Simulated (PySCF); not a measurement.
Record of a relaxation.

Species: [GaCl4]- (charge -1).
Bonds: Ga1–Cl2, Ga1–Cl3, Ga1–Cl4, Ga1–Cl5.

Method: PBE0-D3(BJ)/def2-SVP geometry optimisation, gas phase in PySCF 2.14.0; density fitting, grid level 1; the optimiser is geomeTRIC in internal coordinates, started from a GFN2-xTB structure with every atom displaced at random (about 0.03 Å). The frame can shift and turn from step to step; on so coarse a grid that alone can change the energy by a few meV, and forces under 0.02 eV/Å are noise.

Step 0: E = -102432.1940 eV, largest atomic force 2.276 eV/Å
```
atom  x, y, z in Å  |  force x, y, z in eV/Å
Ga1     0.062   -0.077    0.012   -1.911   0.644   0.042
Cl2    -0.007   -0.030    2.165    0.038  -0.085   0.793
Cl3     1.983    0.004   -0.759    2.163  -0.098  -0.703
Cl4    -0.931    1.783   -0.715   -0.090  -0.032   0.010
Cl5    -1.032   -1.790   -0.765   -0.199  -0.428  -0.142
```

Step 1: E = -102432.3582 eV, largest atomic force 0.810 eV/Å
```
atom  x, y, z in Å  |  force x, y, z in eV/Å
Ga1     0.042   -0.046    0.000   -0.722   0.361  -0.062
Cl2    -0.017   -0.042    2.190    0.052  -0.039   0.188
Cl3     2.063   -0.027   -0.754    0.596  -0.059  -0.139
Cl4    -0.970    1.804   -0.728    0.077  -0.170   0.052
Cl5    -1.043   -1.799   -0.770   -0.003  -0.092  -0.039
```

Step 2: E = -102432.3804 eV, largest atomic force 0.246 eV/Å
```
atom  x, y, z in Å  |  force x, y, z in eV/Å
Ga1     0.024   -0.028   -0.007   -0.227   0.095  -0.006
Cl2    -0.019   -0.048    2.197    0.024  -0.013   0.009
Cl3     2.091   -0.041   -0.733    0.129  -0.012  -0.011
Cl4    -0.981    1.807   -0.737    0.044  -0.078   0.019
Cl5    -1.040   -1.800   -0.782    0.029   0.008  -0.011
```

Step 3: E = -102432.3826 eV, largest atomic force 0.037 eV/Å
```
atom  x, y, z in Å  |  force x, y, z in eV/Å
Ga1     0.014   -0.022   -0.009   -0.031  -0.011   0.018
Cl2    -0.023   -0.053    2.198    0.001  -0.004  -0.021
Cl3     2.099   -0.042   -0.715    0.003   0.004   0.013
Cl4    -0.983    1.805   -0.742    0.006  -0.010  -0.003
Cl5    -1.032   -1.799   -0.794    0.020   0.021  -0.007
```

Step 4: E = -102432.3827 eV, largest atomic force 0.033 eV/Å
```
atom  x, y, z in Å  |  force x, y, z in eV/Å
Ga1     0.011   -0.021   -0.008    0.019  -0.023   0.015
Cl2    -0.030   -0.058    2.198   -0.009  -0.003  -0.013
Cl3     2.102   -0.038   -0.703   -0.016   0.006   0.013
Cl4    -0.983    1.804   -0.745   -0.005   0.007  -0.006
Cl5    -1.025   -1.798   -0.805    0.010   0.013  -0.008
```

Step 5: E = -102432.3826 eV, largest atomic force 0.081 eV/Å
```
atom  x, y, z in Å  |  force x, y, z in eV/Å
Ga1     0.007   -0.020   -0.006    0.079  -0.021  -0.001
Cl2    -0.054   -0.072    2.198   -0.025  -0.003   0.006
Cl3     2.110   -0.027   -0.671   -0.028   0.005   0.009
Cl4    -0.983    1.802   -0.750   -0.017   0.024  -0.006
Cl5    -1.006   -1.793   -0.833   -0.009  -0.005  -0.008
```

Step 6: E = -102432.3826 eV, largest atomic force 0.084 eV/Å
```
atom  x, y, z in Å  |  force x, y, z in eV/Å
Ga1     0.007   -0.020   -0.005    0.083  -0.005  -0.014
Cl2    -0.079   -0.086    2.197   -0.029  -0.005   0.017
Cl3     2.118   -0.017   -0.645   -0.021   0.003   0.004
Cl4    -0.981    1.802   -0.753   -0.015   0.024  -0.002
Cl5    -0.989   -1.788   -0.857   -0.018  -0.017  -0.006
```

Step 7: E = -102432.3828 eV, largest atomic force 0.068 eV/Å
```
atom  x, y, z in Å  |  force x, y, z in eV/Å
Ga1     0.008   -0.020   -0.005    0.067  -0.003  -0.012
Cl2    -0.081   -0.086    2.197   -0.025  -0.005   0.014
Cl3     2.119   -0.017   -0.646   -0.018   0.002   0.005
Cl4    -0.981    1.802   -0.752   -0.011   0.020  -0.001
Cl5    -0.990   -1.789   -0.856   -0.014  -0.014  -0.006
```

Step 8: E = -102432.3829 eV, largest atomic force 0.046 eV/Å
```
atom  x, y, z in Å  |  force x, y, z in eV/Å
Ga1     0.010   -0.020   -0.005    0.045  -0.002  -0.009
Cl2    -0.083   -0.086    2.197   -0.019  -0.005   0.009
Cl3     2.119   -0.017   -0.647   -0.013   0.002   0.006
Cl4    -0.981    1.802   -0.751   -0.005   0.014   0.000
Cl5    -0.990   -1.789   -0.855   -0.008  -0.009  -0.006
```

Step 9: E = -102432.3831 eV, largest atomic force under 0.02 eV/Å
```
atom  x, y, z in Å  |  force x, y, z in eV/Å
Ga1     0.012   -0.021   -0.006    0.015   0.000  -0.003
Cl2    -0.086   -0.087    2.197   -0.011  -0.005   0.002
Cl3     2.120   -0.016   -0.650   -0.005   0.001   0.007
Cl4    -0.981    1.802   -0.750    0.001   0.006   0.001
Cl5    -0.990   -1.790   -0.853    0.000  -0.002  -0.006
```

**Question.** Summarise the path.

**Answer.** The energy falls by 4.36 kcal/mol from step 0 to step 9; nine tenths of that is first reached at step 2. It never rises by more than 0.2 meV. The largest force goes from 2.276 to under 0.02 eV/Å. Among the bonds Ga1–Cl3 changes most, from 2.072 to 2.204 Å; the atoms move by 0.073 Å rms after alignment.

What follows is the cost of the whole optimisation. Time: 31 s; peak memory 0.41 GiB. Hardware: one thread, Intel Xeon 6975P-C (x86_64), on a shared host.
